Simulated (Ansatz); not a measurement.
`[Cl][In]([Cl])[Br]` and `[Cl][Ga]([Cl])[Br]` differ in one element.

Ansatz, PBE0-D4/def2-TZVP geometries, multiplicity 1. 

Elements past krypton have def2 core potentials. Scalar relativity is left out up to krypton.

| property | `[Cl][In]([Cl])[Br]` |
| --- | --- |
| LUMO energy (ωB97M-V/def2-TZVPP) / eV | -0.97 |
| HOMO energy (PBE0/def2-TZVPP) / eV | -8.98 |
| HOMO–LUMO gap (ωB97M-V/def2-TZVPP) / eV | 10.22 |
| zero-point energy (PBE0-D4/def2-TZVP) / kJ/mol | 7.7 |
| HOMO energy (PBE/def2-TZVPP) / eV | -7.67 |
| size of the dipole moment (PBE/def2-TZVPP) / D | 0.45 |

**Question.** Give the same properties after the change, and the shifts. (An estimate is asked.)

**Answer.** The calculation gave: 
```
                                      property  `[Cl][Ga]([Cl])[Br]`  shift
         LUMO energy (ωB97M-V/def2-TZVPP) / eV                 -0.09   0.88
            HOMO energy (PBE0/def2-TZVPP) / eV                 -9.01  -0.03
       HOMO–LUMO gap (ωB97M-V/def2-TZVPP) / eV                 11.14   0.92
zero-point energy (PBE0-D4/def2-TZVP) / kJ/mol                   9.2    1.5
             HOMO energy (PBE/def2-TZVPP) / eV                 -7.68  -0.01
size of the dipole moment (PBE/def2-TZVPP) / D                  0.32  -0.13
```

Dipoles are sizes alone; their direction can turn.

Spin–orbit coupling is left out; it splits and shifts lone-pair levels of the heavy atoms by tenths of an eV.
